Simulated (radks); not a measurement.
Results of a calculation; reference values are marked as such.
All-electron atom: Xe IV in [Kr] 4d9 5s1 5p5 (not the ground configuration). Code: a radial shooting solver on a logarithmic mesh with Libxc functionals. Model: scalar-relativistic Kohn-Sham, PBE, spin-polarised, spherical densities, finite nucleus; open shells are filled with parallel spins first (spin-orbit coupling, left out, can overturn this in heavy ions); Fermi nuclear charge, rms radius 4.7859 fm.

X-ray form factor f0, the Fourier transform of the density (f0(0) = 51):

sin(theta)/lambda (1/angstrom),f0 (electrons)
0.05,50.299
0.1,48.376
0.15,45.669
0.2,42.668
0.25,39.737
0.3,37.054
0.4,32.497
0.5,28.721
0.6,25.505
0.8,20.671
1,17.578
1.25,14.838
1.5,12.448
2,8.530
